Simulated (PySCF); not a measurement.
CaF, SMILES [F][Ca], multiplicity 2.

Coordinates come from a PBE0-D3(BJ)/def2-TZVPD optimisation. The multiplicity is an assumed one; other spin states were not compared.

Calculation: PBE0-D3(BJ)/def2-TZVPD run with PySCF 2.14.0.

Frequencies are harmonic and unscaled.

| mode | ν (cm⁻¹) | IR (km/mol) | moving atoms (share of kinetic energy) |
|---|---|---|---|
| 1 | 588 | 99.4 | F 68 %, Ca 32 % |
